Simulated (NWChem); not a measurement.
System: CuHSBr, doublet; SMILES [SH][Cu][Br]

Here is an NWChem input.

```
start job
memory heap 200 mb stack 900 mb global 1100 mb
geometry units angstroms
  Cu    -0.530505    -0.250075    -0.002570
  Br     1.451156     0.699671     0.007024
  S     -2.497890    -1.171076    -0.013151
  H     -2.129957    -2.445278     0.023546
end
basis spherical
  * library 6-31g*
end
dft
  odft
  mult 2
  xc b3lyp
  iterations 150
end
driver
  maxiter 120
end
task dft optimize
task dft freq
```

Excerpt of the output:

```
             Northwest Computational Chemistry Package (NWChem) 7.3.0
             --------------------------------------------------------

 CS  symmetry detected

                             Geometry "geometry" -> ""
                             -------------------------

 Output coordinates in angstroms (scale by  1.889725989 to convert to a.u.)

  No.       Tag          Charge          X              Y              Z
 ---- ---------------- ---------- -------------- -------------- --------------
    1 Cu                  29.0000     0.01418102     0.49088730     0.00000000
    2 Br                  35.0000     0.00444206    -1.70661013     0.00000000
    3 S                   16.0000     0.04358276     2.66300469     0.00000000
    4 H                    1.0000    -1.26404583     2.88754768     0.00000000

 Effective nuclear repulsion energy (a.u.)     441.1822601543

      Symmetry information
      --------------------

 Group name             Cs
 Group number              2
 Group order               2
 No. of unique centers     4

                                Z-matrix (autoz)
                                --------

 Units are Angstrom for bonds and degrees for angles

      Type          Name      I     J     K     L     M      Value
      ----------- --------  ----- ----- ----- ----- ----- ----------
    1 Stretch                  1     2                       2.19752
    2 Stretch                  1     3                       2.17232
    3 Stretch                  3     4                       1.32677
    4 Bend                     1     3     4                98.96816
    5 Bend                     2     3     4                99.23046
    6 Torsion                  2     1     4     3         180.00000

                           NWChem Geometry Optimization
                           ----------------------------

 maximum gradient threshold         (gmax) =   0.000450
 rms gradient threshold             (grms) =   0.000300
 maximum cartesian step threshold   (xmax) =   0.001800
 rms cartesian step threshold       (xrms) =   0.001200
 fixed trust radius                (trust) =   0.300000
 source of zmatrix                         =   autoz

          -------------------
          Energy Minimization
          -------------------

 Using diagonal initial Hessian
 Scaling for Hessian diagonals: bonds = 1.00  angles = 0.25  torsions = 0.10

          --------
          Step   0

                                 NWChem DFT Module
                                 -----------------

 Summary of "ao basis" -> "ao basis" (spherical)
 ------------------------------------------------------------------------------
       Tag                 Description            Shells   Functions and Types
 ---------------- ------------------------------  ------  ---------------------
 Cu                          6-31g*                 12       34   5s4p2d1f
 Br                          6-31g*                 12       32   5s4p3d
 S                           6-31g*                  8       18   4s3p1d
 H                           6-31g*                  2        2   2s

      Symmetry analysis of basis
      --------------------------

        a'         60
        a"         26

            General Information
            -------------------
          SCF calculation type: DFT
          Wavefunction type:  spin polarized.
          No. of atoms     :     4
          No. of electrons :    81
           Alpha electrons :    41
            Beta electrons :    40
          Charge           :     0
          Spin multiplicity:     2
          Use of symmetry is: on ; symmetry adaption is: on
          Maximum number of iterations: 150
          AO basis - number of functions:    86
                     number of shells:    34
          Convergence on energy requested:  1.00D-06
          Convergence on density requested:  1.00D-05
          Convergence on gradient requested:  5.00D-04

              XC Information
              --------------
                         B3LYP Method XC Potential
                     Hartree-Fock (Exact) Exchange  0.200
                        Slater Exchange Functional  0.800 local
                    Becke 1988 Exchange Functional  0.720 non-local
              Lee-Yang-Parr Correlation Functional  0.810
                  VWN I RPA Correlation Functional  0.190 local

[...]

      ----------------------
      Optimization converged
      ----------------------

  Step       Energy      Delta E   Gmax     Grms     Xrms     Xmax
  ---- ---------------- -------- -------- -------- -------- --------
@    7   -4612.98548419 -8.2D-08  0.00011  0.00005  0.00036  0.00074
                                     ok       ok       ok       ok

                                Z-matrix (autoz)
                                --------

 Units are Angstrom for bonds and degrees for angles

      Type          Name      I     J     K     L     M      Value     Gradient
      ----------- --------  ----- ----- ----- ----- ----- ---------- ----------
    1 Stretch                  1     2                       2.19747    0.00011
    2 Stretch                  1     3                       2.09461   -0.00002
    3 Stretch                  3     4                       1.35340    0.00001
    4 Bend                     1     3     4               100.19303   -0.00000
    5 Bend                     2     3     4               101.31564   -0.00001
    6 Torsion                  2     1     4     3         180.00000    0.00000

                         Geometry "geometry" -> "geometry"
                         ---------------------------------

 Output coordinates in angstroms (scale by  1.889725989 to convert to a.u.)

  No.       Tag          Charge          X              Y              Z
 ---- ---------------- ---------- -------------- -------------- --------------
    1 Cu                  29.0000    -0.00497364     0.51658252     0.00000000
    2 Br                  35.0000     0.01467213    -1.68080102     0.00000000
    3 S                   16.0000     0.05645035     2.61029282     0.00000000
    4 H                    1.0000    -1.26798883     2.88875523     0.00000000

 Effective nuclear repulsion energy (a.u.)     446.5723665673

      Symmetry information
      --------------------

 Group name             Cs
 Group number              2
 Group order               2
 No. of unique centers     4

                Final and change from initial internal coordinates
                --------------------------------------------------

                                Z-matrix (autoz)
                                --------

 Units are Angstrom for bonds and degrees for angles

      Type          Name      I     J     K     L     M      Value       Change
      ----------- --------  ----- ----- ----- ----- ----- ---------- ----------
    1 Stretch                  1     2                       2.19747   -0.00005
    2 Stretch                  1     3                       2.09461   -0.07771
    3 Stretch                  3     4                       1.35340    0.02663
    4 Bend                     1     3     4               100.19303    1.22487
    5 Bend                     2     3     4               101.31564    2.08518
    6 Torsion                  2     1     4     3         180.00000    0.00000

[...]

 Rotational Constants
 --------------------
 A=   9.755775 cm-1  ( 14.036071 K)
 B=   0.036062 cm-1  (  0.051884 K)
 C=   0.035929 cm-1  (  0.051693 K)

 Temperature                      =   298.15K
 frequency scaling parameter      =   1.0000

 Zero-Point correction to Energy  =    5.815 kcal/mol  (  0.009268 au)
 Thermal correction to Energy     =    9.198 kcal/mol  (  0.014657 au)
 Thermal correction to Enthalpy   =    9.790 kcal/mol  (  0.015601 au)

 Total Entropy                    =   78.662 cal/mol-K
   - Translational                =   41.382 cal/mol-K (mol. weight = 175.8262)
   - Rotational                   =   24.349 cal/mol-K (symmetry #  =        1)
   - Vibrational                  =   12.931 cal/mol-K

 Cv (constant volume heat capacity) =   14.062 cal/mol-K
   - Translational                  =    2.979 cal/mol-K
   - Rotational                     =    2.979 cal/mol-K
   - Vibrational                    =    8.103 cal/mol-K

[normal modes left out]

 ----------------------------------------------------------------------------
 Normal Eigenvalue ||           Projected Infra Red Intensities
  Mode   [cm**-1]  || [atomic units] [(debye/angs)**2] [(KM/mol)] [arbitrary]
 ------ ---------- || -------------- ----------------- ---------- -----------
    1       -0.000 ||    0.026006           0.600        25.352      29.158
    2       -0.000 ||    0.000238           0.005         0.232       0.267
    3        0.000 ||    0.000180           0.004         0.175       0.201
    4        0.000 ||    0.000178           0.004         0.174       0.200
    5        0.000 ||    0.000000           0.000         0.000       0.000
    6        0.000 ||    0.000188           0.004         0.183       0.210
    7       25.710 ||    0.003122           0.072         3.043       3.500
    8       79.708 ||    0.005093           0.118         4.965       5.711
    9      265.861 ||    0.005807           0.134         5.661       6.511
   10      441.886 ||    0.049282           1.137        48.042      55.255
   11      594.319 ||    0.012051           0.278        11.748      13.512
   12     2662.447 ||    0.004883           0.113         4.760       5.475
 ----------------------------------------------------------------------------
```

Level: B3LYP/6-31G* (spherical d), spin-unrestricted. In the optimisation the excess spin sits in a" (Cs, its own frame). This build's default masses of Se (78.918 u) and Br (79.917 u) are each other's, which moves their modes by up to 0.6 %. This spin state was assumed; another may lie lower. B3LYP is NWChem's, with the RPA form of VWN correlation.
